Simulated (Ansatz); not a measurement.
H2B2O, SMILES `B1BO1` (charge 0, multiplicity 1).

Cartesian coordinates (Å):
```xyz
5

B     -0.7508    -0.1796     0.4009
B      0.7664    -0.1933     0.0093
O     -0.0389     0.9319    -0.0152
H     -1.8857    -0.2623     0.7131
H      1.9090    -0.2967    -0.2662
```
Charge 0, multiplicity 1.

Frozen-core energies in 6-31g from Ansatz (a program for electronic structure) at a geometry from B3LYP-D3(BJ)/def2-TZVP; the HF reference has <S^2> = 0.00 and the T1 diagnostic is 0.018.

| level | energy (Ha) |
|---|---|
| HF | -125.32120 |
| MP2 | -125.55000 |
| CCSD | -125.56465 |

### Question
Estimate the energies of CCSD(T), CCSDT, CCSDT(Q) and CCSDTQ, and give each level's difference from CCSDTQ.

### Answer

| level | energy (Ha) | difference from CCSDTQ (mHa) |
|---|---|---|
| MP2 | -125.55000 | 23.57 |
| CCSD | -125.56465 | 8.92 |
| CCSD(T) | -125.57219 | 1.38 |
| CCSDT | -125.57290 | 0.67 |
| CCSDT(Q) | -125.57364 | -0.08 |
| CCSDTQ | -125.57356 | 0.00 |
